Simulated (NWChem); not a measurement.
Species: BICl₂; SMILES ClB(Cl)I

```xyz
4

B      0.0000     0.0000    -0.9024
Cl     0.0000     1.5054    -1.7754
Cl     0.0000    -1.5054    -1.7754
I      0.0000     0.0000     1.2241
```
Atoms are numbered in this order, from 1.

Geometry: optimised at PBE0/def2-SVP. B3LYP is NWChem's, with the RPA form of VWN correlation. def2 effective core potentials on I; no spin-orbit coupling.

Symmetry labels are those of C2v in the frame above (b1 and b2, or b-type labels, depend on it).

**Question.** List the 4 lowest vertical singlet excitations and the 4 lowest triplet ones from B3LYP/def2-SVP with def2 effective core potentials on I, full TDDFT (NWChem).

**Answer.** 
| state | energy (eV) | oscillator strength | symmetry | leading excitation (squared amplitude) |
|---|---|---|---|---|
| S1 | 4.48 | 0.000 | a2 | HOMO → LUMO (1.00) |
| S2 | 5.37 | 0.108 | a1 | HOMO−1 → LUMO (0.95) |
| S3 | 5.83 | 0.002 | b1 | HOMO−2 → LUMO (1.00) |
| S4 | 5.94 | 0.000 | a2 | HOMO−3 → LUMO (1.00) |
| T1 | 4.34 | spin-forbidden | a2 | HOMO → LUMO (1.00) |
| T2 | 4.53 | spin-forbidden | a1 | HOMO−1 → LUMO (1.00) |
| T3 | 5.48 | spin-forbidden | b1 | HOMO−2 → LUMO (0.94) |
| T4 | 5.75 | spin-forbidden | a2 | HOMO−3 → LUMO (1.00) |
